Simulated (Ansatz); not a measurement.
```yaml
crystal:
  periodic: [false, false, false]
  atoms:
    - {symbol: B, position_ang: [-0.718945, -1.211847, 0.225706]}
    - {symbol: B, position_ang: [-0.885143, 0.206993, 1.100090]}
    - {symbol: B, position_ang: [-0.660897, 0.333421, -0.666692]}
    - {symbol: B, position_ang: [1.109475, 0.561394, -0.700064]}
    - {symbol: B, position_ang: [0.244858, 1.302910, 0.527943]}
    - {symbol: B, position_ang: [0.805521, -0.406404, 0.812429]}
    - {symbol: B, position_ang: [0.513816, -0.992841, -0.886858]}
    - {symbol: I, position_ang: [-2.236560, 1.128644, -2.256484]}
    - {symbol: H, position_ang: [-1.388670, -2.218835, 0.361961]}
    - {symbol: H, position_ang: [-1.696928, 0.411987, 1.983339]}
    - {symbol: H, position_ang: [2.001286, 1.069142, -1.354271]}
    - {symbol: H, position_ang: [0.398377, 2.443951, 0.922388]}
    - {symbol: H, position_ang: [1.617019, -0.815818, 1.631168]}
    - {symbol: H, position_ang: [0.896802, -1.812717, -1.700644]}
basis:
  gaussian: {orbitals: def2-TZVP, fitting: {mean_field: def2-universal-jkfit}}
total_charge: -2
hamiltonian: {xc: {name: HSE06}, pseudopotentials: {relativity: scalar}}
scf: {omitted_lower_state_checks: [starts]}
output: {forces: true}
```

```sh
$ ansatz run in.yaml --threads 4 --pin off --events-out ev --progress --plain --max-ram 4787MiB
```

Shortened log:

```
Functional definition: HSE06
851 factors; integrals over basis functions are off by at most 5.5e-1 eV
851 factors; integrals over basis functions are off by at most 1.8e-7 eV
mean field evaluation 1: about -12923.7962 eV, gradient 4.9e1 eV
mean field evaluation 2: about -12904.4497 eV, gradient 9.4e1 eV
mean field evaluation 4: about -12931.0165 eV, gradient 5.9e0 eV
mean field evaluation 8: about -12931.0889 eV, gradient 1.1e-1 eV
mean field evaluation 16: about -12931.0889 eV, gradient 6.5e-5 eV
mean field -12931.08894773 eV, -475.2087538222 hartree, gradient 6.5e-5 eV, S^2 0.000000; 0 other end points of the search recorded, 0 dependent functions left out
reference -12931.08900443 eV, -475.2087559057 hartree; 34, 34 occupied and 269, 269 virtual orbitals, 851 factors
Total energy: -12931.08900443 eV, -475.2087559057 hartree
Relativity: scalar
Atom 0 at    -0.718945    -1.211847     0.225706 Å, force     0.074407     0.096842    -0.007130 eV/Å
Atom 1 at    -0.885143     0.206993     1.100090 Å, force     0.088287    -0.023995    -0.081228 eV/Å
Atom 2 at    -0.660897     0.333421    -0.666692 Å, force    -0.123895     0.062302    -0.124150 eV/Å
Atom 3 at     1.109475     0.561394    -0.700064 Å, force    -0.081755    -0.054141     0.072153 eV/Å
Atom 4 at     0.244858     1.302910     0.527943 Å, force    -0.007767    -0.117338    -0.032739 eV/Å
Atom 5 at     0.805521    -0.406404     0.812429 Å, force     0.106427    -0.053806     0.109353 eV/Å
Atom 6 at     0.513816    -0.992841    -0.886858 Å, force    -0.031059     0.078105     0.088014 eV/Å
Atom 7 at    -2.236560     1.128644    -2.256484 Å, force     0.135798    -0.068646     0.137166 eV/Å
Atom 8 at    -1.388670    -2.218835     0.361961 Å, force     0.122500     0.190283    -0.028199 eV/Å
Atom 9 at    -1.696928     0.411987     1.983339 Å, force     0.149314    -0.037052    -0.168481 eV/Å
Atom 10 at     2.001286     1.069142    -1.354271 Å, force    -0.169952    -0.093765     0.119711 eV/Å
Atom 11 at     0.398377     2.443951     0.922388 Å, force    -0.031784    -0.212461    -0.076588 eV/Å
Atom 12 at     1.617019    -0.815818     1.631168 Å, force    -0.155870     0.078549    -0.157503 eV/Å
Atom 13 at     0.896802    -1.812717    -1.700644 Å, force    -0.074651     0.155125     0.149622 eV/Å
Dipole moment:    -1.557365     0.785921    -1.571322 e Å
Checks for a lower state left out: starts
```

Hardware: 4 threads of Intel Xeon Platinum 8488C on a shared host. Wall time 5 s, peak host memory 1.3 GiB.

In the def2 sets I takes a core potential; there is no spin–orbit coupling. HSE06 is defined as in plane-wave codes, on full-range PBE exchange. A multiply charged anion in the gas phase is held together partly by the finite basis. The highest occupied level of an anion often lies above zero with these methods, and sets without diffuse functions describe the outer electron poorly.

The dipole of an ion depends on the origin.
